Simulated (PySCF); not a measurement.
## Radial density of Rb (rubidium, neutral)

wB97M-V, [Kr] 5p1, 2P determinant (an excited configuration). Computed with PySCF 2.14 in x2c-TZVPPall with one added diffuse shell each of s, p, d, f type (9s7p7d3f1g, 95 functions), with scalar relativity by spin-free X2C-1e.

```
r (bohr)  4πr²ρ (e/bohr)  4πr²(ρα − ρβ)
  0.0273           46.33         0.0002
  0.0459           40.16         0.0007
  0.0773           42.45         0.0016
   0.130           55.53         0.0010
   0.219           34.86         0.0002
   0.368           38.13         0.0041
   0.618           24.55         0.0000
    1.04           7.140         0.0132
    1.75           4.811         0.0066
    2.94          0.7244         0.0228
    4.95          0.1516         0.1437
    8.33          0.1047         0.1046
    14.0         0.01692         0.0169
    23.6       0.0004459         0.0004
```

Densities and radii are taken from the X2C orbitals without a picture-change correction, which distorts them close to the nucleus.
